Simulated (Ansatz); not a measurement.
Stretching the Ge1–H2 bond in GeH (multiplicity 2 held). Energies count from the point at 1.606 Å.


Restricted levels (R-, RO-) in cc, def2 and unpolarised 6-31G sets keep to the state of the molecule at rest. U- levels take the lowest unrestricted solution at each point, which mixes spins at long bonds. Active spaces are followed from rest. Full CI gives the lowest state of the spin. Levels need not reach the same state.

Frozen-core correlation. Filled d and f shells under p-block atoms count as core.

Programs: Ansatz (an electronic-structure program) with Gaussian orbitals. Values without a source in brackets are computed.

Energies in eV.

| R (Å) | RO-HF/cc-pVTZ | U-PBE/cc-pVTZ | CASSCF(5,5)/cc-pVTZ | FIC-NEVPT4(SD) on CASSCF(5,5)/cc-pVTZ | FIC-MRCISD on CASSCF(5,5)/cc-pVTZ | FCI/cc-pVTZ |
|---|---|---|---|---|---|---|
| 1.285 | 1.06 | 1.12 | 1.15 | 1.11 | 1.11 | 1.12 |
| 1.446 | 0.18 | 0.23 | 0.23 | 0.21 | 0.21 | 0.21 |
| 1.606 | 0.00 | 0.00 | 0.00 | 0.00 | 0.00 | 0.00 |
| 1.767 | 0.18 | 0.11 | 0.11 | 0.14 | 0.14 | 0.14 |
| 1.928 | 0.53 | 0.39 | 0.38 | 0.43 | 0.44 | 0.44 |
| 2.169 | 1.19 | 0.92 | 0.88 | 0.98 | 0.99 | 0.99 |
| 2.410 | 1.88 | 1.47 | 1.37 | 1.51 | 1.53 | 1.53 |
| 2.811 | 2.91 | 2.23 | 1.99 | 2.20 | 2.22 | 2.22 |
| 3.213 | 3.77 | 2.63 | 2.32 | 2.58 | 2.60 | 2.61 |
| 3.695 | 4.59 | 2.82 | 2.47 | 2.75 | 2.77 | 2.79 |
| 4.337 | 5.38 | 2.89 | 2.52 | 2.81 | 2.83 | 2.85 |
| 5.140 | 6.04 | 2.90 | 2.53 | 2.83 | 2.85 | 2.87 |
| 6.425 | 6.60 | 2.90 | 2.53 | 2.83 | 2.85 | 2.87 |

Doubts at one or more of the structures used: a restricted determinant that unrestricted orbitals would lower (RO-HF/cc-pVTZ); a spin-contaminated determinant (U-PBE/cc-pVTZ).
